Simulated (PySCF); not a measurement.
How methods differ on the excitation energy of B

B [He] 2s2 2p1 (2P) → B [He] 2s1 2p1 3d1 (high-spin determinant), as a difference of total energies. Computed with PySCF 2.14 in aug-cc-pVQZ, with no relativity, point nucleus. Correlated levels: valence: 1s2 frozen. The calculations carry no spin-orbit coupling.

```
           method  excitation energy (cm⁻¹)
              UHF                     83771
              LDA                     91057
              PBE                     89443
             PBE0                     90192
           r2SCAN                     89362
            B3LYP                     92045
          wB97X-V                     94969
        CAM-B3LYP                     94526
              M06                     90090
    MP2 (valence)                     92783
SCS-MP2 (valence)                     95110
```

The upper state lies above the first ionisation limit, but in LS coupling its spin forbids autoionisation to the ground ion. A Rydberg-like electron needs more diffuse functions than a valence basis has.

The promoted electron is Rydberg-like, and one or two diffuse shells describe it only roughly, which tends to raise the upper state.

In the upper state the promoted electron has a positive orbital energy at LDA, r2SCAN, so the basis confines it.

The determinant of the upper state mixes LS terms, which raises its energy above the lowest term, most at the Hartree-Fock and MP2 levels.
